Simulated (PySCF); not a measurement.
C2H5ClOSi, SMILES C=CO[SiH2]Cl.

The structure is a stationary point at B3LYP-D3(BJ)/def2-SVP. A frequency run showed that this geometry is not a minimum. This is a generated structure with no PubChem entry under its InChIKey; it may be hypothetical. One conformer was computed; it need not be the lowest.

All values below come from TDDFT-PBE/def2-SVPD in PySCF.

Vertical excitations. The molecule is in vacuum. State labels are in the subgroup Cs.

```csv
state,symmetry,energy (eV),λ (nm),f,main pairs
S1,A",4.98,249,0.001,HOMO→LUMO 100 %
S2,A",5.44,228,0.001,HOMO→LUMO+2 100 %
S3,A",5.99,207,0.013,HOMO→LUMO+3 100 %
S4,A',6.45,192,0.354,HOMO→LUMO+1 80 %
S5,A",6.60,188,0.011,HOMO→LUMO+4 100 %
S6,A",6.92,179,0.008,HOMO−1→LUMO 99 %
S7,A",6.99,177,0.012,HOMO→LUMO+5 99 %
S8,A',7.05,176,0.032,HOMO−1→LUMO+1 85 %
S9,A',7.22,172,0.034,HOMO−2→LUMO 92 %
S10,A",7.30,170,0.003,HOMO−1→LUMO+2 90 %
T1,A',4.26,291,0,HOMO→LUMO+1 97 %
T2,A",4.93,252,0,HOMO→LUMO 100 %
T3,A",5.32,233,0,HOMO→LUMO+2 100 %
T4,A",5.92,209,0,HOMO→LUMO+3 100 %
```
Triplets are in the Tamm–Dancoff approximation, which puts them higher than full response would, so one can lie above its singlet here.
